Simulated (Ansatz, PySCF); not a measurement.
C3H4Si, SMILES `C#C[Si]C` (lower singlet) (charge 0, multiplicity 1). This singlet lies 1.14 eV below the relaxed triplet at the level B3LYP-D3(BJ)/def2-TZVP (PySCF).

Computed with HSE06/cc-pVTZ // B3LYP-D3(BJ)/def2-TZVP (Ansatz, a first-principles code).

Ansatz 0.2 input:
```yaml
crystal:
  periodic: [false, false, false]
  atoms:
    - { symbol: C, position_ang: [2.332301, -0.020492, -0.716768] }
    - { symbol: C, position_ang: [1.298197, -0.323118, -0.159032] }
    - { symbol: Si, position_ang: [-0.141805, -0.927028, 0.825008] }
    - { symbol: C, position_ang: [-1.487023, 0.093053, -0.05373] }
    - { symbol: H, position_ang: [3.235866, 0.249202, -1.210078] }
    - { symbol: H, position_ang: [-1.259813, 1.16173, 0.022812] }
    - { symbol: H, position_ang: [-2.478308, -0.08997, 0.361683] }
    - { symbol: H, position_ang: [-1.499421, -0.143379, -1.123132] }
basis:
  gaussian: { orbitals: cc-pVTZ }
hamiltonian:
  xc: hse06
```

Output:

```
Functional definition: HSE06
1043 factors; their error is unknown
92 factors; integrals over basis functions are off by at most 6.3e-7 eV
mean field evaluation 1: about -11033.9727 eV, gradient 6.6e1 eV
mean field evaluation 2: about -11017.8877 eV, gradient 9.3e1 eV
mean field evaluation 4: about -11043.8415 eV, gradient 1.4e1 eV
mean field evaluation 8: about -11044.3277 eV, gradient 2.4e-1 eV
mean field evaluation 16: about -11044.3550 eV, gradient 1.8e-5 eV
mean field -11044.35503095 eV, -405.8725612547 hartree, gradient 1.8e-5 eV, S^2 0.000000; 0 other end points of the search recorded, 0 dependent functions left out
reference -11044.35506651 eV, -405.8725625615 hartree; 18, 18 occupied and 162, 162 virtual orbitals, 1043 factors
Total energy: -11044.35506651 eV, -405.8725625615 hartree
```
